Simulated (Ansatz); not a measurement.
`CCC1CCCCC1` → `C[C@H]1CC[C@@H](C)CC1`  (isomerisation)

Isolated molecules relaxed with PBE0-D4/def2-TZVP in Ansatz; ΔE leaves out vibrations. CBS: MP2 limit from def2 TZ/QZ plus the TZ coupled-cluster correction, frozen cores. DFT in def2-TZVPP. B3LYP here is the variant with VWN-RPA as its local correlation; programs differ in this. One conformer a species, not always the lowest.

```tsv
level	ΔE (kJ/mol)	difference from CCSD(T)/CBS
PBE-D4	-2.3	1.3
r2SCAN-D4	-2.8	0.8
PBE0-D4	-2.2	1.4
B3LYP-D4	-2.7	0.9
ωB97X-V	-2.9	0.7
ωB97M-V	-3.4	0.2
B2PLYP	-1.2	2.4
PBE	0.3	3.9
r2SCAN	-2.0	1.6
PBE0	0.0	3.6
B3LYP	1.3	4.9
HF/def2-TZVPP	2.2	5.8
MP2/def2-TZVPP	-5.5	-1.9
SCS-MP2/def2-TZVPP	-3.9	-0.3
CCSD/def2-TZVPP	-3.0	0.6
CCSD(T)/def2-TZVPP	-4.0	-0.4
HF/def2-QZVPP	2.3	5.9
MP2/def2-QZVPP	-5.3	-1.7
SCS-MP2/def2-QZVPP	-3.7	-0.1
HF/CBS(def2)	2.3	5.9
MP2/CBS(def2)	-5.1	-1.5
CCSD/CBS(def2)	-2.6	1.0
CCSD(T)/CBS	-3.6	0
```

Largest T1 diagnostic among the species: 0.009.

The D4 term adds −4.1 kJ/mol with B3LYP and −2.3 kJ/mol with PBE0; it sums over pairs of atoms, weighted by their polarisabilities, and B3LYP, whose exchange is more repulsive, gets the larger term. In def2-TZVPP, CCSD(T) changes the Hartree–Fock value by −6.2 kJ/mol (the triples alone add −1.0 kJ/mol) and MP2 by −7.7 kJ/mol.
